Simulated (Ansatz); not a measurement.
Equilibrium of BH(CH3)2(OH2) ⇌ BH(CH3)2 + H2O at process temperatures

Species: BH(CH3)2(OH2), singlet; BH(CH3)2, singlet; H2O (water) `O`, singlet. 

The electronic reaction energy at CCSD(T)/CBS estimate is +28.1 kJ/mol. Shapes: PBE0-D4/def2-TZVP. Flexible molecules stand in one conformer, not always the lowest. Programs: Ansatz 0.2.0. Enthalpy and entropy come from rigid-rotor, harmonic-oscillator sums on unscaled PBE0-D4/def2-TZVP wavenumbers, ideal gases at 1 bar; R ln 2 is added for the mirror twin of the chiral shape of BH(CH3)2(OH2). Symmetry numbers: BH(CH3)2(OH2) 1, BH(CH3)2 2, H2O 2. R = 8.3145 J/(mol K).

| T (K) | ΔH (kJ/mol) | ΔS (J/(mol K)) |
| --- | --- | --- |
| 800 | +13.0 | +132.8 |
| 1100 | ? | ? |
| 1400 | +4.3 | +124.6 |

Task: Work out ln K at 800 and 1400 K, and from these estimate it at 1100 K.

Result: 
1. 800 K: ΔG = +13.0 − 800 × (+132.8)/1000 = -93.2 kJ/mol; ln K = −ΔG/RT = +14.01.
2. 1400 K: ΔG = +4.3 − 1400 × (+124.6)/1000 = -170.1 kJ/mol; ln K = −ΔG/RT = +14.61.
3. Slope against 1000/T: (+14.61 − (+14.01))/(0.7143 − 1.2500) = -1.12, that is −ΔH/R with ΔH near +9 kJ/mol.
4. 1100 K: ln K = +14.01 + (-1.12) × (0.9091 − 1.2500) = +14.39.

The full sums give ΔH = +8.8 kJ/mol, ΔS = +128.3 J/(mol K), ΔG = -132.3 kJ/mol and ln K = +14.47 at 1100 K, so the line is off by -0.08 in ln K; without rounding the miss is -0.07, from the change of ΔH with temperature. The products are favoured over this whole range. The number of molecules rises, which sets the sign of ΔS, and lower pressure favours the products. An error of 10 kJ/mol in the energy moves ln K by 1.1 at 1100 K. Soft modes are treated as harmonic, which can err either way at these temperatures; the lowest are those of BH(CH3)2(OH2) (85 cm⁻¹), BH(CH3)2 (94 cm⁻¹). Other conformers aren't counted. The CBS estimate extrapolates MP2 from def2-TZVPP and def2-QZVPP and adds CCSD(T) − MP2 in the triple-zeta set, cores frozen.
